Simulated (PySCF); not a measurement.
oxepine (C6H6O), SMILES C1=CC=COC=C1.

The structure is a stationary point at PBE-D3(BJ)/def2-SVP.

Computed with PBE/def2-TZVP in PySCF.

Isolated molecule, no solvent.

```yaml
total_energy: -307.13247 hartree
point_group: Cs
highest_occupied_level: -5.14 eV
lowest_empty_level: -2.27 eV
orbital_gap: 2.87 eV
dipole_moment: 1.21 D
quadrupole, principal values (traceless, Buckingham form, about the centre of nuclear charge): -8.53, 3.25, 5.28 D·Å
mean_static_polarisability: 74.4 bohr³ (11.03 Å³)
polarisability_principal_values: 45.8, 88.5, 88.9 bohr³
```
